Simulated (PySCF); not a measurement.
**Excitation energy of Sn+ by level of theory**

Sn+ [Kr] 4d10 5s2 5p1 (2P) → Sn+ [Kr] 4d10 5s1 5p2 (4P), as a difference of total energies. Calculation: PySCF 2.14, in x2c-QZVPPall; scalar relativity by spin-free X2C-1e. Correlated levels: valence: [Kr] 4d10 frozen; valence and next inner shell: [Ar] 3d10 frozen. The calculations carry no spin-orbit coupling.

```
                                method  excitation energy (cm⁻¹)  error (cm⁻¹)
                                   UHF                     33963        -12435
                                   LDA                     51721         +5323
                                   PBE                     49689         +3292
                                  PBE0                     46647          +249
                                r2SCAN                     45079         -1319
                                  TPSS                     47891         +1494
                               wB97X-V                     47955         +1558
                                 HSE06                     47159          +761
                         MP2 (valence)                     39798         -6599
                     SCS-MP2 (valence)                     41975         -4423
    MP2 (valence and next inner shell)                     47223          +825
SCS-MP2 (valence and next inner shell)                     48187         +1790
```

Reference: 46398 cm⁻¹ (measured; NIST levels, between the centres of gravity of the two terms).

Errors of the correlated levels include the incompleteness of this basis and the frozen core.
